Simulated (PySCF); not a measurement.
Bonding in `C=C[C@@H]1[C@H]2CO[C@@H]1C2`

Species: C₇H₁₀O.
SMILES with atom numbers: `[CH2:1]=[CH:2][C@@H:3]1[C@H:4]2[CH2:5][O:6][C@@H:7]1[CH2:8]2` (hydrogens: H9, H10 on C1; H11 on C2; H12 on C3; H13 on C4; H14, H15 on C5; H16 on C7; H17, H18 on C8)

Geometry (GFN2-xTB, Å), atoms numbered from 1 in this order:
```
atom  x, y, z in Å
C1     2.8648    0.1335   -0.3145
C2     1.6471    0.1014    0.1999
C3     0.4159    0.1162   -0.6252
C4    -0.8510    0.7803   -0.0271
C5    -1.8162    0.5526   -1.1909
O6    -1.5206   -0.8129   -1.5070
C7    -0.5257   -1.1197   -0.5439
C8    -1.0908   -0.5236    0.7526
H9     3.7450    0.1148    0.3047
H10    3.0296    0.1770   -1.3786
H11    1.5218    0.0621    1.2730
H12    0.6550    0.4066   -1.6509
H13   -0.8375    1.7588    0.4403
H14   -1.6154    1.1875   -2.0589
H15   -2.8685    0.6514   -0.9078
H16   -0.1857   -2.1441   -0.6517
H17   -2.1216   -0.7782    0.9902
H18   -0.4549   -0.6573    1.6192
```

Bond orders from the PBE0/pcSseg-1 density (PySCF). Geometry: GFN2-xTB, one conformer, isolated molecule.

Question: Where do the orders between heavy atoms depart from those drawn in the SMILES?

Answer: The largest departure is 0.120, at C3–C4 (drawn single, 0.880).

Question: Give the Mayer order of every bond between heavy atoms, beside its length.

Answer: 
```csv
bond,drawn as,length (Å),Mayer order
C1–C2,double,1.322,1.982
C2–C3,single,1.482,1.002
C3–C4,single,1.550,0.880
C4–C5,single,1.529,1.005
C5–O6,single,1.432,0.890
O6–C7,single,1.418,0.920
C7–C8,single,1.535,0.947
C7–C3,single,1.556,0.894
C8–C4,single,1.538,0.920
```

By pair of heavy elements: C–C: lowest C3–C4 (0.880, 1.550 Å), highest C1–C2 (1.982, 1.322 Å). C–O: lowest C5–O6 (0.890, 1.432 Å), highest O6–C7 (0.920, 1.418 Å).

Question: And the bonds to hydrogen?

Answer: C–H: 0.95 to 0.98 (10 bonds).

Question: Sum the orders of all bonds at each heavy atom with more than one neighbour and set the sums beside the valence in the SMILES.

Answer: C1 3.885 (drawn 4), C2 3.933 (drawn 4), C3 3.728 (drawn 4), C4 3.785 (drawn 4), C5 3.798 (drawn 4), O6 1.810 (drawn 2), C7 3.737 (drawn 4), C8 3.773 (drawn 4). Orders between atoms that aren't bonded are not in these sums.

The Mayer order sums products of elements of PS (density times overlap matrix) between the two atoms' basis functions, so it depends on the basis set.
